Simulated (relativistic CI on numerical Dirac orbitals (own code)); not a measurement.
# V2+: L2,3 absorption edge

Computed with this model: Dirac-Coulomb-Breit CI, orbitals from a KLI potential per configuration, model QED (radiative potential, 1s self-energy scaled to tabulated hydrogen-like ionisation energies), valence Slater integrals scaled by 0.9, multiplet model of core-to-valence dipole absorption; configurations [Ar] 3d3 → [He] 2s2 2p5 3s2 3p6 3d4; 80 K; Lorentzian 0.6 eV and Gaussian 0.3 eV FWHM. Energies are those of the free ion, without screening or charge transfer. The branching ratio is the share of the lower-energy edge in the whole absorption, uncertain by about 0.02 where the edges overlap. S is read from ⟨S²⟩ = S(S + 1).

Field parameters in Wybourne normalisation: D3d B²₀ = −7Dσ, B⁴₀ = −14Dq − 21Dτ, B⁴₃ = −14√(10/7) Dq; Td as Oh with Dq negative (B⁴₀ = 21Dq, B⁴₄ = √(5/14) B⁴₀). The field is a parameter set, without covalency.

Peaks in eV (height, largest 100): 513.7 (21), 515.7 (100), 517.1 (81), 520.5 (38), 522.9 (33), 524.0 (29), 525.6 (9).

Problem. Which surroundings give this spectrum?
A. free ion
B. D3d, 10Dq = 8100, Dσ = -510, Dτ = -380 cm⁻¹
C. D3d, 10Dq = 10000, Dσ = 0, Dτ = -240 cm⁻¹
D. D3d, 10Dq = 12900, Dσ = 730, Dτ = 330 cm⁻¹

Solution. A. free ion, where the ground state has S = 1.50.
